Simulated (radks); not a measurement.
Problem. Species: Fe4+. Configuration: [Ne] 3p6 3d4 4d2 (not the ground configuration). Calculated with a radial shooting solver on a logarithmic mesh with Libxc functionals: non-relativistic Kohn-Sham, r2SCAN, spin-polarised, spherical densities, point nucleus; open shells are filled with parallel spins first; meta-GGA in the generalised Kohn-Sham scheme. Some entries of the table are withheld. Estimate them.

orbital,occ.,eigenvalue (eV),<r^2> (bohr^2),r(max) (bohr)
1s down,1,-7055.394,0.004693,0.03896
1s up,1,-7055.360,0.004693,0.03896
2s up,1,(1),0.08582,0.2250
2s down,1,(2),0.08522,0.2247
2p up,3,(3),0.06880,0.1811
2p down,3,(4),0.06820,0.1807
3p up,3,-147.2889,0.7376,0.6935
3p down,3,-139.0224,0.7572,0.6990
3d up,4,(5),0.8185,0.6422
3d down,0,(6),0.8553,0.6510
4d up,2,-30.8539,7.214,2.314

Solution. 
(1) 2s up eigenvalue (eV): -911.5297
(2) 2s down eigenvalue (eV): -907.4371
(3) 2p up eigenvalue (eV): -798.1633
(4) 2p down eigenvalue (eV): -795.0786
(5) 3d up eigenvalue (eV): -90.7824
(6) 3d down eigenvalue (eV): -82.0389
